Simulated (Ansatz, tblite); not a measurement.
Cost and result up the ladder for Na₄H₅⁻ (the lowest singlet isomer of a short search) (9 atoms). The state is a singlet with charge -1. Geometry: PBE-D4/def2-SVPD.

```xyz
9

Na    1.217   -1.808    0.373
Na   -1.680   -1.270   -0.671
Na   -1.254    1.798   -0.268
Na    1.635    1.258    0.788
H    -0.301   -0.064    0.791
H     0.513    3.034    0.145
H    -0.319   -2.990   -0.653
H    -2.746    0.550   -1.285
H     2.936   -0.509    0.781
```

Ansatz on 4 threads of Intel Xeon on a shared host; xTB runs through tblite on one thread. Times are rough, summed over both states, and most runs start from the orbitals of an earlier one. PBE-QIDH/def2-TZVPD serves as the yardstick here, not as an exact answer. The other state is a triplet at its own geometry, which has other bonds, so the gap mixes isomer and spin.

The xTB rows come from tblite. Correlated methods freeze 4 core orbitals; core or outer-core shells of Na are correlated, in sets that lack core-valence functions. The order of the spin states hangs on the level: the quintet lies 1.96 eV below the singlet at BLYP-D4/def2-TZVPD, but 2.57 eV above it at LDA (SPW92)/def2-TZVPD. In the triplet, H5 and H9 lie 0.77 Å apart (atoms count from 1), so H2 has formed as a molecule. The structure comes from a short search, and lower isomers may exist.

Run but left out: GFN1-xTB (tight binding far off the other levels).

Correlated methods converge slowly with the basis.

xTB has no spin-polarisation term.

```
                           level  functions  wall time
                        GFN2-xTB         21    0.027 s
          LDA (SPW92)/def2-TZVPD        185      6.2 s
               PBE-D4/def2-TZVPD        185       11 s
BLYP-D4/def2-TZVPD (with forces)        185       13 s
              PBE0-D4/def2-TZVPD        185       17 s
            r2SCAN-D4/def2-TZVPD        185       18 s
              RPA@PBE/def2-TZVPD        185       21 s
             PBE-QIDH/def2-TZVPD        185       23 s
           r2SCAN0-D4/def2-TZVPD        185       26 s
              ωB97X-V/def2-TZVPD        185       38 s
```

Q: Estimate what each level gives for the triplet − singlet (eV).

A: 
| level | triplet − singlet (eV) | difference from PBE-QIDH/def2-TZVPD (eV) | remarks |
| --- | --- | --- | --- |
| GFN2-xTB | 4.67 | 3.78 | – |
| LDA (SPW92)/def2-TZVPD | 1.23 | 0.34 | HOMO above zero (triplet) |
| PBE-D4/def2-TZVPD | 0.78 | -0.10 | HOMO above zero (triplet) |
| BLYP-D4/def2-TZVPD (with forces) | 0.68 | -0.20 | HOMO above zero (triplet) |
| PBE0-D4/def2-TZVPD | 0.80 | -0.09 | – |
| r2SCAN-D4/def2-TZVPD | 1.04 | 0.16 | HOMO above zero (triplet) |
| RPA@PBE/def2-TZVPD | 0.86 | -0.02 | – |
| PBE-QIDH/def2-TZVPD | 0.88 | 0.00 | – |
| r2SCAN0-D4/def2-TZVPD | 1.01 | 0.13 | – |
| ωB97X-V/def2-TZVPD | 1.27 | 0.39 | – |
